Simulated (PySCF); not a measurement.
A PySCF script (with the pyscf-properties extension) for the NMR shieldings of SMILES BBCc1cc(=O)c1=O, C5H6B2O2, on a GFN2-xTB geometry:

```python
import basis_set_exchange as bse
import numpy as np
from pyscf import gto, dft
from pyscf.prop import nmr

atoms = """
B     1.984777    1.024493    0.408174
B     1.768961   -0.126221   -0.713481
C     0.479604   -1.081576   -0.768756
C    -0.704890   -0.463004   -0.179387
C    -1.906878   -0.011012   -0.642796
C    -2.359371    0.474240    0.674645
O    -3.341074    0.993736    1.120354
C    -0.991632   -0.000665    1.215601
O    -0.389884    0.008521    2.249981
H     1.643441    2.136669    0.262211
H     2.555948    0.819310    1.409397
H     2.569819   -0.374308   -1.536546
H     0.261073   -1.462715   -1.766759
H     0.791955   -1.923094   -0.140228
H    -2.366263   -0.006385   -1.614323
"""
names = dict.fromkeys(["B", "C", "O", "H"], "pcSseg-1")
basis = {el: gto.basis.parse(bse.get_basis(n, elements=[el], fmt="nwchem")) for el, n in names.items()}
mol = gto.M(atom=atoms, basis=basis, charge=0, verbose=0)
mf = dft.RKS(mol, xc="PBE0")
mf.grids.level = 2
mf.grids.alignment = dft.numint.BLKSIZE   # the property module wants whole blocks of grid points
mf.conv_tol = 1e-9
mf.kernel()

calc = nmr.RKS(mf)   # GIAO
C = mf.mo_coeff
Co = C[:, mf.mo_occ > 0]
resp = mf.gen_response(singlet=True, hermi=2)
def vind(x):   # induced exchange potential for any number of trial vectors
    d = np.einsum("pi,xij,qj->xpq", C, 2 * x.reshape(-1, C.shape[1], Co.shape[1]), Co, optimize=True)
    return np.einsum("xpq,pi,qj->xij", resp(d - d.transpose(0, 2, 1)), C, Co, optimize=True).ravel()
mo1, _ = nmr.rhf.solve_mo1(calc, with_cphf=vind)
sigma = calc.kernel(mo1)
for i, s in enumerate(sigma):   # ppm
    print("%2d %-2s %9.2f" % (i, mol.atom_pure_symbol(i), np.trace(s) / 3))
```

Problem. What are the results?

Solution. 
```
 0 B      -2.16
 1 B      -0.77
 2 C     150.91
 3 C     -32.63
 4 C      -7.41
 5 C     -12.07
 6 O    -268.88
 7 C     -22.39
 8 O    -281.77
 9 H      22.30
10 H      21.89
11 H      22.11
12 H      27.75
13 H      28.81
14 H      22.10
```

These numbers come from an equivalent density-fitted implementation of the same equations, which agrees with the script to about 0.01 ppm for H and up to a few tenths of a ppm for heavy atoms, so last digits may differ.

Size and cost of the density-fitted run: 183 basis functions, 38 s wall time on 1 thread of an Arm Neoverse V1, shared host; peak memory 0.82 GiB.
